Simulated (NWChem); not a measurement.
System: MoNH$_{2}$SOF; SMILES [NH]=[Mo](=[O])([F])[SH]

NWChem input:

```
start job
memory heap 200 mb stack 900 mb global 1100 mb
geometry units angstroms
  Mo     0.164120     0.061002    -0.256677
  O      1.754702    -0.141573     0.068520
  N     -0.524462    -0.969780    -1.462756
  H     -0.669480    -1.626756    -2.220520
  F     -0.350297     1.750611    -0.527351
  S     -0.846365    -0.638568     1.716444
  H     -1.989496    -1.138465     1.227173
end
basis spherical
  * library def2-svp
end
ecp
  Mo library def2-ecp
end
dft
  xc pbe0
  iterations 150
end
driver
  maxiter 120
end
task dft optimize
dft
  grid fine
  convergence energy 1d-8 density 1d-7
end
task dft freq numerical
```

Excerpt of the output:

```
             Northwest Computational Chemistry Package (NWChem) 7.3.0
             --------------------------------------------------------

 C1  symmetry detected

                             Geometry "geometry" -> ""
                             -------------------------

 Output coordinates in angstroms (scale by  1.889725989 to convert to a.u.)

  No.       Tag          Charge          X              Y              Z
 ---- ---------------- ---------- -------------- -------------- --------------
    1 Mo                  42.0000    -0.05249777    -0.33655090     0.04357159
    2 O                    8.0000    -0.79294887    -0.61135470     1.47638556
    3 N                    7.0000    -0.96195205    -0.68506566    -1.38566374
    4 H                    1.0000    -1.65576530    -1.01334370    -2.04726081
    5 F                    9.0000     1.59882392    -1.00327771    -0.10230461
    6 S                   16.0000     0.15574743     1.97856727     0.02019650
    7 H                    1.0000     0.05655285     2.20720168    -1.29658683

 Effective nuclear repulsion energy (a.u.)     595.8130338651

                                Z-matrix (autoz)
                                --------

 Units are Angstrom for bonds and degrees for angles

      Type          Name      I     J     K     L     M      Value
      ----------- --------  ----- ----- ----- ----- ----- ----------
    1 Stretch                  1     2                       1.63607
    2 Stretch                  1     3                       1.72953
    3 Stretch                  1     5                       1.78680
    4 Stretch                  1     6                       2.32458
    5 Stretch                  3     4                       1.01334
    6 Stretch                  6     7                       1.34016
    7 Bend                     1     3     4               164.76139
    8 Bend                     1     6     7                99.97143
    9 Bend                     2     1     3               116.86411
   10 Bend                     2     1     5               115.28272
   11 Bend                     2     1     6               102.51126
   12 Bend                     3     1     5               110.07872
   13 Bend                     3     1     6               103.85612
   14 Bend                     5     1     6               106.73873
   15 Torsion                  2     1     3     4         -12.96466
   16 Torsion                  2     1     6     7        -148.30812
   17 Torsion                  3     1     6     7         -26.20294
   18 Torsion                  4     3     1     5         121.05356
   19 Torsion                  4     3     1     6        -124.99278
   20 Torsion                  5     1     6     7          90.12002

                           NWChem Geometry Optimization
                           ----------------------------

 maximum gradient threshold         (gmax) =   0.000450
 rms gradient threshold             (grms) =   0.000300
 maximum cartesian step threshold   (xmax) =   0.001800
 rms cartesian step threshold       (xrms) =   0.001200
 fixed trust radius                (trust) =   0.300000
 source of zmatrix                         =   autoz

          -------------------
          Energy Minimization
          -------------------

 Using diagonal initial Hessian
 Scaling for Hessian diagonals: bonds = 1.00  angles = 0.25  torsions = 0.10

          --------
          Step   0

                                 NWChem DFT Module
                                 -----------------

 Summary of "ao basis" -> "ao basis" (spherical)
 ------------------------------------------------------------------------------
       Tag                 Description            Shells   Functions and Types
 ---------------- ------------------------------  ------  ---------------------
 Mo                         def2-svp                11       31   5s3p2d1f
 O                          def2-svp                 6       14   3s2p1d
 N                          def2-svp                 6       14   3s2p1d
 H                          def2-svp                 3        5   2s1p
 F                          def2-svp                 6       14   3s2p1d
 S                          def2-svp                 8       18   4s3p1d

            General Information
            -------------------
          SCF calculation type: DFT
          Wavefunction type:  closed shell.
          No. of atoms     :     7
          No. of electrons :    56
           Alpha electrons :    28
            Beta electrons :    28
          Charge           :     0
          Spin multiplicity:     1
          Use of symmetry is: off; symmetry adaption is: off
          Maximum number of iterations: 150
          AO basis - number of functions:   101
                     number of shells:    43
          Convergence on energy requested:  1.00D-06
          Convergence on density requested:  1.00D-05
          Convergence on gradient requested:  5.00D-04

              XC Information
              --------------
                         PBE0 Method XC Functional
                     Hartree-Fock (Exact) Exchange  0.250
          PerdewBurkeErnzerhof Exchange Functional  0.750
            Perdew 1991 LDA Correlation Functional  1.000 local
           PerdewBurkeErnz. Correlation Functional  1.000 non-local

             Grid Information
             ----------------
          Grid used for XC integration:  medium
          Radial quadrature: Mura-Knowles
          Angular quadrature: Lebedev.
          Tag              B.-S. Rad. Rad. Pts. Rad. Cut. Ang. Pts.
          ---              ---------- --------- --------- ---------
          Mo                  1.45      123          10.0       590
          O                   0.60       49          11.0       434
          N                   0.65       49           9.0       434
          H                   0.35       45          11.0       434
          F                   0.50       49          10.0       434
          S                   1.00       88          11.0       590
          Grid pruning is: on
          Number of quadrature shells:   448
          Spatial weights used:  Erf1

      Superposition of Atomic Density Guess
      -------------------------------------

 Sum of atomic energies:        -703.86571123

      Non-variational initial energy
      ------------------------------

 Total energy =    -694.537602
 1-e energy   =   -1530.107624
 2-e energy   =     559.390428
 HOMO         =      -0.338140
 LUMO         =      -0.044829

   convergence    iter        energy       DeltaE   RMS-Dens  Diis-err
 ---------------- ----- ----------------- --------- --------- ---------
 d= 0,ls=0.0,diis     1   -696.3898310675 -9.73D+02  4.68D-02  3.75D+00
 d= 0,ls=0.0,diis     2   -690.1724606186  6.22D+00  3.90D-02  5.38D+01
 d= 0,ls=0.0,diis     3   -696.7116691597 -6.54D+00  8.24D-03  1.36D+00
 d= 0,ls=0.0,diis     4   -696.8117358178 -1.00D-01  3.50D-03  3.38D-01
 d= 0,ls=0.0,diis     5   -696.8332696332 -2.15D-02  1.76D-03  9.30D-02
  Resetting Diis
 d= 0,ls=0.0,diis     6   -696.8436376462 -1.04D-02  4.06D-04  5.21D-03
 d= 0,ls=0.0,diis     7   -696.8441300799 -4.92D-04  4.20D-04  5.02D-04
 d= 0,ls=0.0,diis     8   -696.8437950853  3.35D-04  3.18D-04  3.76D-03
 d= 0,ls=0.0,diis     9   -696.8441766194 -3.82D-04  7.12D-05  9.76D-05
 d= 0,ls=0.0,diis    10   -696.8441880301 -1.14D-05  1.37D-05  4.10D-06
 d= 0,ls=0.0,diis    11   -696.8441884201 -3.90D-07  6.05D-06  5.78D-07

         Total DFT energy =     -696.844188420147
      One electron energy =    -1533.894656210696
           Coulomb energy =      620.639292515842
    Exchange-Corr. energy =      -59.768418937039
 Nuclear repulsion energy =      276.179594211746

 Numeric. integr. density =       55.999993969975

                       DFT Final Molecular Orbital Analysis
                       ------------------------------------

 Vector   26  Occ=2.000000D+00  E=-3.472955D-01
              MO Center= -5.5D-01, -1.9D-01, -5.6D-01, r^2= 3.0D+00
   Bfn.  Coefficient  Atom+Function         Bfn.  Coefficient  Atom+Function
  ----- ------------  ---------------      ----- ------------  ---------------
    50      0.394980  3 N  py                53     -0.282756  3 N  py
    15      0.224350  1 Mo d -2              16      0.213989  1 Mo d -1
    35      0.181682  2 O  px                89      0.178523  6 S  px
     7      0.160924  1 Mo py                68      0.142328  5 F  px
    86      0.137974  6 S  px                38      0.126260  2 O  px

 Vector   27  Occ=2.000000D+00  E=-3.114327D-01
              MO Center= -6.7D-01, -4.3D-01, -5.8D-01, r^2= 3.0D+00
   Bfn.  Coefficient  Atom+Function         Bfn.  Coefficient  Atom+Function
  ----- ------------  ---------------      ----- ------------  ---------------
    49      0.375032  3 N  px                52     -0.293260  3 N  px
    51     -0.280302  3 N  pz                35      0.229141  2 O  px
    54      0.227268  3 N  pz                36      0.185276  2 O  py
    38      0.173229  2 O  px                90     -0.149455  6 S  py
    39      0.139996  2 O  py                 8     -0.136865  1 Mo pz

[...]

      ----------------------
      Optimization converged
      ----------------------

  Step       Energy      Delta E   Gmax     Grms     Xrms     Xmax
  ---- ---------------- -------- -------- -------- -------- --------
@   14    -696.85422590 -2.4D-08  0.00003  0.00001  0.00017  0.00038
                                     ok       ok       ok       ok

                                Z-matrix (autoz)
                                --------

 Units are Angstrom for bonds and degrees for angles

      Type          Name      I     J     K     L     M      Value     Gradient
      ----------- --------  ----- ----- ----- ----- ----- ---------- ----------
    1 Stretch                  1     2                       1.66603   -0.00003
    2 Stretch                  1     3                       1.71866   -0.00002
    3 Stretch                  1     5                       1.85309    0.00002
    4 Stretch                  1     6                       2.33877    0.00003
    5 Stretch                  3     4                       1.02058   -0.00002
    6 Stretch                  6     7                       1.35190    0.00001
    7 Bend                     1     3     4               145.64957   -0.00000
    8 Bend                     1     6     7                95.68824    0.00000
    9 Bend                     2     1     3               109.62643   -0.00000
   10 Bend                     2     1     5               112.03349   -0.00000
   11 Bend                     2     1     6               106.67717    0.00000
   12 Bend                     3     1     5               109.11229   -0.00000
   13 Bend                     3     1     6               106.15627   -0.00000
   14 Bend                     5     1     6               113.02881    0.00000
   15 Torsion                  2     1     3     4           0.39599    0.00000
   16 Torsion                  2     1     6     7        -145.03961    0.00000
   17 Torsion                  3     1     6     7         -28.17779    0.00000
   18 Torsion                  4     3     1     5         123.42705   -0.00000
   19 Torsion                  4     3     1     6        -114.47115    0.00000
   20 Torsion                  5     1     6     7          91.39594    0.00000

                         Geometry "geometry" -> "geometry"
                         ---------------------------------

 Output coordinates in angstroms (scale by  1.889725989 to convert to a.u.)

  No.       Tag          Charge          X              Y              Z
 ---- ---------------- ---------- -------------- -------------- --------------
    1 Mo                  42.0000    -0.00824527    -0.25988548    -0.01444963
    2 O                    8.0000    -0.89063097    -0.71517230     1.32337450
    3 N                    7.0000    -0.87834404    -0.65701953    -1.44238770
    4 H                    1.0000    -1.73442494    -1.06266448    -1.82206576
    5 F                    9.0000     1.65094853    -1.08350859    -0.06612746
    6 S                   16.0000     0.13014037     2.07425379     0.03534008
    7 H                    1.0000     0.07851654     2.24017286    -1.30534637

 Effective nuclear repulsion energy (a.u.)     587.7394974483

                Final and change from initial internal coordinates
                --------------------------------------------------

                                Z-matrix (autoz)
                                --------

 Units are Angstrom for bonds and degrees for angles

[...]

 Rotational Constants
 --------------------
 A=   0.119839 cm-1  (  0.172417 K)
 B=   0.067597 cm-1  (  0.097255 K)
 C=   0.063486 cm-1  (  0.091340 K)

 Temperature                      =   298.15K
 frequency scaling parameter      =   1.0000

 Zero-Point correction to Energy  =   18.217 kcal/mol  (  0.029030 au)
 Thermal correction to Energy     =   22.544 kcal/mol  (  0.035927 au)
 Thermal correction to Enthalpy   =   23.137 kcal/mol  (  0.036870 au)

 Total Entropy                    =   83.389 cal/mol-K
   - Translational                =   41.466 cal/mol-K (mol. weight = 180.8896)
   - Rotational                   =   27.529 cal/mol-K (symmetry #  =        1)
   - Vibrational                  =   14.394 cal/mol-K

 Cv (constant volume heat capacity) =   22.633 cal/mol-K
   - Translational                  =    2.979 cal/mol-K
   - Rotational                     =    2.979 cal/mol-K
   - Vibrational                    =   16.675 cal/mol-K

[normal modes left out]

 ----------------------------------------------------------------------------
 Normal Eigenvalue ||           Projected Infra Red Intensities
  Mode   [cm**-1]  || [atomic units] [(debye/angs)**2] [(KM/mol)] [arbitrary]
 ------ ---------- || -------------- ----------------- ---------- -----------
    1       -0.000 ||    0.000851           0.020         0.830       0.189
    2       -0.000 ||    0.000008           0.000         0.008       0.002
    3        0.000 ||    0.000196           0.005         0.191       0.044
    4        0.000 ||    0.001006           0.023         0.981       0.223
    5        0.000 ||    0.001189           0.027         1.159       0.264
    6        0.000 ||    0.000074           0.002         0.072       0.016
    7      148.413 ||    0.002066           0.048         2.014       0.459
    8      180.453 ||    0.002248           0.052         2.192       0.499
    9      214.780 ||    0.007386           0.170         7.200       1.639
   10      238.150 ||    0.004110           0.095         4.006       0.912
   11      286.312 ||    0.016828           0.388        16.405       3.735
   12      312.671 ||    0.015743           0.363        15.347       3.494
   13      409.498 ||    0.025648           0.592        25.003       5.692
   14      520.773 ||    0.147732           3.408       144.017      32.785
   15      625.126 ||    0.033858           0.781        33.007       7.514
   16      674.259 ||    0.020176           0.465        19.668       4.477
   17      722.026 ||    0.204873           4.727       199.721      45.466
   18     1020.406 ||    0.124636           2.875       121.501      27.659
   19     1070.379 ||    0.122471           2.825       119.390      27.179
   20     2716.219 ||    0.007290           0.168         7.106       1.618
   21     3609.297 ||    0.207889           4.796       202.660      46.135
 ----------------------------------------------------------------------------
```

Level: PBE0/def2-SVP with def2 effective core potentials on Mo. def2 effective core potentials on Mo; no spin-orbit coupling.
